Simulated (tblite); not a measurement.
C₇H₁₂FN.
Z-matrix (Å and degrees, GFN2-xTB geometry), rows numbered from 1:
```
C 
C   1  1.5310
C   2  1.4922  1  111.61
C   3  1.3311  2  128.61  1   102.93
F   4  1.3422  3  126.83  2     0.16
N   4  1.3885  3  115.57  2   176.30
C   6  1.4415  4  120.10  3   148.50
C   6  1.4596  4  105.81  3    12.67
C   3  1.5105  2  124.08  1   -78.72
H   1  1.0875  2  110.65  3    59.86
H   1  1.0874  2  110.16  3   -60.12
H   1  1.0872  2  110.41  3  -179.96
H   2  1.0916  1  109.19  3   120.65
H   2  1.0933  1  109.25  3  -121.04
H   7  1.0994  6  112.38  4   -75.61
H   7  1.0901  6  108.85  4   163.93
H   7  1.0880  6  108.96  4    45.27
H   8  1.0923  6  109.50  4  -138.51
H   8  1.0998  6  110.01  4   102.69
H   9  1.0908  3  112.37  2    52.02
H   9  1.0933  3  110.30  2   -68.32
```

Calculated harmonic vibrations of the isolated species, GFN2-xTB (tblite), most abundant isotopes, no scaling. Against measured fundamentals such values can be off by several per cent, at times by over 20. One conformer, not necessarily the lowest.

Harmonic wavenumbers (cm⁻¹): 41.4, 94.6, 112.7, 175.2, 178.7, 212.3, 255.3, 260.7, 291.0, 412.9, 462.1, 546.3, 554.2, 611.8, 718.0, 812.8, 845.5, 949.6, 996.7, 1012.6, 1039.9, 1054.4, 1080.6, 1096.5, 1107.5, 1139.1, 1161.2, 1202.0, 1213.1, 1249.7, 1265.5, 1291.7, 1305.1, 1335.0, 1384.4, 1406.7, 1416.0, 1472.8, 1473.5, 1475.9, 1490.0, 1496.1, 1501.3, 1504.5, 1754.1, 2860.5, 2875.8, 2938.4, 2956.5, 2963.2, 2979.2, 2987.3, 3005.0, 3035.5, 3037.2, 3037.3, 3041.8.

A = 2636, B = 1215, C = 931.7 MHz; mass 129.095 u (most abundant isotopes); point group C1, symmetry number 1.

**Question.** What is the zero-point energy?

**Answer.** ½Σν̃ = 39089 cm⁻¹ = 111.76 kcal/mol.

**Question.** Give the ideal-gas entropy at 273.15 K and 1 bar in the rigid-rotor, harmonic-oscillator model (classical rotation).

**Answer.** Translation 40.07, rotation 28.81, vibration 26.00: S = 94.9 cal/(mol K).

**Question.** And Cp and H(273.15 K) − H(0)?

**Answer.** Cp = 35.29 cal/(mol K), of which vibrations give 27.34 (their classical limit is 57 R = 113.3); H(273.15 K) − H(0) = 5.98 kcal/mol without the zero-point energy, 3.81 from vibrations.

**Question.** Blend soft modes into free rotors: weight 1/[1 + (100 cm⁻¹/ν̃)⁴] for the oscillator and the rest for a rotor with moment μB/(μ + B), μ = h/(8π²ν), B = 10⁻⁴⁴ kg m². What vibrational entropy results?

**Answer.** 24.22 cal/(mol K) in place of 26.00, which changes −T·S at 273.15 K by +0.48 kcal/mol.

**Question.** What must be added to the electronic energy to get the Gibbs energy at 273.15 K and 1 bar?

**Answer.** ZPE + [H(273.15 K) − H(0)] − T·S = 111.76 + 5.98 − 25.91 = 91.83 kcal/mol.

Hindered rotation and anharmonicity are outside this model. Other conformers, if any are populated, would add a mixing term that is left out. The structure is chiral; the term R ln 2 for an equal mix with its mirror image is left out.
